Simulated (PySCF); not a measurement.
Al(Me)(SH)2 (CH5AlS2), SMILES [CH3][Al]([SH])[SH].

The structure is a stationary point at PBE0-D3(BJ)/def2-SVP. One conformer was computed; it need not be the lowest.

Method: PBE/def2-TZVP (PySCF).

Gas-phase values at a fixed geometry.

```
Item                                                                                                            Value
---------------------------------------------------------------------------------------------  ----------------------
total energy                                                                                      -1079.53792 hartree
highest occupied level                                                                                       -6.32 eV
lowest empty level                                                                                           -1.31 eV
orbital gap                                                                                                   5.00 eV
dipole moment                                                                                                  0.04 D
quadrupole, principal values (traceless, Buckingham form, about the centre of nuclear charge)   -9.27, 0.32, 8.95 D·Å
mean static polarisability                                                                      79.6 bohr³ (11.79 Å³)
polarisability, principal values                                                               60.5, 84.9, 93.3 bohr³
```
